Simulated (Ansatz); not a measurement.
Geometry optimisation, Ansatz 0.2.0, RHF/def2-mTZVP.

input.yaml

```yaml
crystal:
  periodic: [false, false, false]
  atoms:
    - { symbol: C, position_ang: [-0.6235, 1.0138, -0.3518] }
    - { symbol: S, position_ang: [-0.7555, -0.1906, 0.9554] }
    - { symbol: As, position_ang: [0.6116, -1.6094, -0.1364] }
    - { symbol: H, position_ang: [-0.9695, 0.6372, -1.3195] }
    - { symbol: H, position_ang: [0.3755, 1.4011, -0.51] }
    - { symbol: H, position_ang: [-1.3098, 1.9388, -0.0877] }
    - { symbol: H, position_ang: [1.9266, -0.7541, 0.2539] }
    - { symbol: H, position_ang: [0.8367, -2.4939, 1.1402] }
basis:
  gaussian: { orbitals: def2-mTZVP }
hamiltonian:
  xc: hf
relax:
  f_tol: 0.015
  max_steps: 40
```

Run as:

```bash
$ ansatz run input.yaml --threads 1 --pin off --max-ram 2048MiB --backend cpu --events-out ev --progress --plain --runs-dir out
```

Problem. Where does it end, and by what steps?

Solution. It converged. The force dipped under the threshold on the way, but the program's further checks kept it going. After 19 steps the energy has fallen by 0.472 eV; H7 moved furthest, 0.91 Å.

```json
{"step": "0", "energy less start (eV)": "0.0000", "largest force component (eV/Å)": "3.155", "accepted": "yes"}
{"step": "1", "energy less start (eV)": "-0.3115", "largest force component (eV/Å)": "0.856", "accepted": "yes"}
{"step": "2", "energy less start (eV)": "-0.3946", "largest force component (eV/Å)": "0.615", "accepted": "yes"}
{"step": "3", "energy less start (eV)": "-0.4074", "largest force component (eV/Å)": "0.353", "accepted": "yes"}
{"step": "4", "energy less start (eV)": "-0.4206", "largest force component (eV/Å)": "0.127", "accepted": "yes"}
{"step": "5", "energy less start (eV)": "-0.4387", "largest force component (eV/Å)": "0.096", "accepted": "yes"}
{"step": "6", "energy less start (eV)": "-0.4463", "largest force component (eV/Å)": "0.390", "accepted": "yes"}
{"step": "7", "energy less start (eV)": "-0.4543", "largest force component (eV/Å)": "0.137", "accepted": "yes"}
{"step": "8", "energy less start (eV)": "-0.4624", "largest force component (eV/Å)": "0.107", "accepted": "yes"}
{"step": "9", "energy less start (eV)": "-0.4571", "largest force component (eV/Å)": "0.365", "accepted": "no"}
{"step": "10", "energy less start (eV)": "-0.4638", "largest force component (eV/Å)": "0.212", "accepted": "yes"}
{"step": "11", "energy less start (eV)": "-0.4633", "largest force component (eV/Å)": "0.325", "accepted": "no"}
{"step": "12", "energy less start (eV)": "-0.4685", "largest force component (eV/Å)": "0.053", "accepted": "yes"}
{"step": "13", "energy less start (eV)": "-0.4700", "largest force component (eV/Å)": "0.023", "accepted": "yes"}
{"step": "14", "energy less start (eV)": "-0.4705", "largest force component (eV/Å)": "0.119", "accepted": "yes"}
{"step": "15", "energy less start (eV)": "-0.4709", "largest force component (eV/Å)": "0.074", "accepted": "yes"}
{"step": "16", "energy less start (eV)": "-0.4715", "largest force component (eV/Å)": "0.005", "accepted": "yes"}
{"step": "17", "energy less start (eV)": "-0.4718", "largest force component (eV/Å)": "0.033", "accepted": "yes"}
{"step": "18", "energy less start (eV)": "-0.4718", "largest force component (eV/Å)": "0.046", "accepted": "yes"}
{"step": "19", "energy less start (eV)": "-0.4720", "largest force component (eV/Å)": "0.014", "accepted": "yes"}
```

```xyz
8
Properties=species:S:1:pos:R:3
C -0.767 1.131 -0.434
S -0.245 0.113 0.993
As 1.052 -1.400 -0.041
H -1.318 0.545 -1.152
H 0.079 1.598 -0.913
H -1.413 1.900 -0.037
H 2.229 -1.317 0.902
H 0.475 -2.627 0.626
```

Whether the end is a true minimum wasn't checked by a vibrational analysis.

The run took 48 s on 1 CPU thread of a shared host.
